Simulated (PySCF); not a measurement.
A calculated (PBE0, PySCF 2.14, cc-pVDZ-DK, the spin-free X2C one-electron Hamiltonian (Gaussian nucleus)) atom or ion has these occupied shells.

```
shell  electrons  orbital energy (eV)  rms radius, mean of both spins (bohr)
 1s α          1              -5924.0                                 0.0734
 1s β          1              -5924.0                                 0.0734
 2s α          1              -687.81                                  0.317
 2s β          1              -686.01                                  0.317
 2p α          3              -578.28                                  0.288
 2p β          3              -576.73                                  0.288
 3s α          1              -87.266                                  0.973
 3s β          1              -81.656                                  0.973
 3p α          3              -57.496                                   1.06
 3p β          3              -51.375                                   1.06
 3d α          5              -12.521                                   1.58
```

Name the element and its charge.

Cr⁺ (chromium, charge +1), in [Ar] 3d5, high-spin 6S determinant.
